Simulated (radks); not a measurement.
Valence configurations of I I (all share [Kr]). Calculated with a radial shooting solver on a logarithmic mesh with Libxc functionals: Dirac Kohn-Sham, LDA (Slater exchange, Perdew-Wang correlation), spin-unpolarised, spherical densities, point nucleus; open shells are shared between the two j in proportion to 2j + 1. Order these by energy: 4d9 5s2 5p6; 4d9.5 5s2 5p5.5; 4d10 5s1 5p6; 4d10 5s2 5p5.

Answer. From the lowest, in eV above it: 4d10 5s2 5p5 0.000; 4d10 5s1 5p6 10.467; 4d9.5 5s2 5p5.5 22.176; 4d9 5s2 5p6 45.701. NIST lists [Kr] 4d10 5s2 5p5 as the ground configuration; this level of theory agrees among the configurations tried. The energies are those of spherical spin-averaged densities, not of single terms.
